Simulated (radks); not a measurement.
Problem. Spherical quantum dot in the effective-mass picture: electrons in a hard-walled sphere of radius 4.46, all in effective atomic units (hartree* = m*/eps^2 hartree, bohr* = eps/m* bohr), one dielectric constant everywhere. Method: non-relativistic Kohn-Sham, LDA (Slater exchange, Perdew-Wang correlation), spin-polarised, spherical densities; computed with a radial shooting solver with Libxc functionals. Levels are named by radial order and angular momentum (1s, 1p, 1d, 2s, ...), and open shells are averaged over m. At N = 17 the configuration is 1s2 1p6 1d(up 5, down 4). Does electron 18 go into 1d down or 1f down or 1f up?

Solution. Into 1d down. The total energies of the other choices lie higher by 0.300 hartree* (1f up), 0.311 hartree* (1f down).
